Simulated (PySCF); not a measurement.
C2H4FGaO, SMILES C=[CH][Ga]([OH])[F].

Geometry: PBE-D3(BJ)/def2-SVP. The structure was generated by enumeration; whether it is a known compound was not checked. Other conformers were not sampled.

Two levels are set side by side: TDA-PBE/def2-SVPD (PySCF) and TDA-B3LYP/def2-SVPD (PySCF). Vertical, same geometry. The lowest singlet is HOMO→LUMO 55 %, HOMO−2→LUMO 39 % with PBE and HOMO−1→LUMO 92 % with the other functional; states are paired by order. Differences are taken from unrounded values.

| quantity | TDA-B3LYP | TDA-PBE | TDA-PBE minus TDA-B3LYP |
|---|---|---|---|
| lowest singlet excitation (eV) | 5.93 | 5.27 | -0.67 |
| lowest triplet excitation (TDA) (eV) | 4.06 | 4.10 | 0.04 |
| first bright state (f over 0.05) (eV) | 6.73 | 6.53 | -0.20 |
| its oscillator strength | 0.18 | 0.25 | 0.08 |

Functionals without exact exchange tend to place singlet excitations lower, as here. Differences between two approximate levels are no errors against the true value.

Rough cost on one machine, each run with all the roots and properties that it gave: TDA-B3LYP against TDA-PBE about 2 times.
